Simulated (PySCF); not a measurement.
Core-level binding energies of `F/C=C\[Se]CC(F)(F)F`

C4H4F4Se.
Z-matrix (Å and degrees, PBE0-D3(BJ)/def2-SVP geometry), rows numbered from 1:
```
F 
C   1  1.3277
C   2  1.3308  1  122.63
Se  3  1.8916  2  122.55  1     2.21
C   4  1.9443  3   97.37  2  -150.93
C   5  1.5088  4  115.11  3   -78.47
F   6  1.3296  5  112.24  4   -60.31
F   6  1.3396  5  112.00  4    60.88
F   6  1.3377  5  110.00  4   179.92
H   2  1.0938  1  113.29  3   179.12
H   3  1.0910  2  119.45  1   178.01
H   5  1.0980  4  110.00  3    45.29
H   5  1.0989  4  106.29  3   162.18
```

Theory: delta-SCF UKS SCAN, pcX-2 on the ionised atom, pcseg-1 elsewhere, spin-free X2C in PySCF. These are vertical core ionisation energies against the vacuum level, from separate self-consistent calculations with and without the core hole.

Problem. Give the core binding energies atom by atom.

Solution. 
```csv
atom(s),environment,level,binding energy (eV),above the level's lowest (eV),count
C3,alkene CH carbon,C 1s,291.08,0.00,1
C5,sp3 carbon bound to selenium,C 1s,292.04,+0.96,1
C2,vinylic C–F carbon,C 1s,292.71,+1.63,1
C6,CF3 carbon,C 1s,298.34,+7.26,1
F1,vinyl fluorine,F 1s,693.26,0.00,1
F7/F8/F9,fluorine of a CF3 group,F 1s,694.06,+0.80,3
```

Lowest listed C 1s: C3, bonded to C (double bond), Se and H. Highest, 7.26 eV above it: C6, bonded to 3 F and C. The widest gap between neighbouring values is 5.63 eV, between 292.71 and 298.34 eV. Summing the Pauling electronegativity differences to the bonded atoms, each weighted by its formal bond order, gives -0.35 for the lowest site and +4.29 for the highest; no listed site has a larger sum than the highest. The smallest sum, -0.70, belongs to C5, 0.96 eV above the lowest.

Lowest listed F 1s: F1, bonded to C. Highest, 0.80 eV above it: F7/F8/F9, bonded to C. Summing the Pauling electronegativity differences to the bonded atoms, each weighted by its formal bond order, gives -1.43 for the lowest site and -1.43 for the highest; the sum is the same at every site.

Problem. Which photon energy gives electrons from F 1s of F1 a kinetic energy of 100 eV, and what is their de Broglie wavelength?

Solution. hν = 693.26 + 100 = 793.26 eV, recoil neglected; λ = 12.264 Å/√(E/eV) = 1.23 Å.

One atom of each set of topologically equivalent atoms was ionised and stands for the set; in this conformer not all members are related by symmetry, and their own values weren't computed. No level of selenium is listed. One conformer (not necessarily the lowest) at the PBE0-D3(BJ)/def2-SVP geometry, without solvent, vibrations or thermal averaging.

Time: 78 s wall; peak memory 0.74 GiB. Hardware: one thread, AMD EPYC 7R43 (x86_64), no GPU, shared host with 256 logical CPUs at a one-minute load of 183.
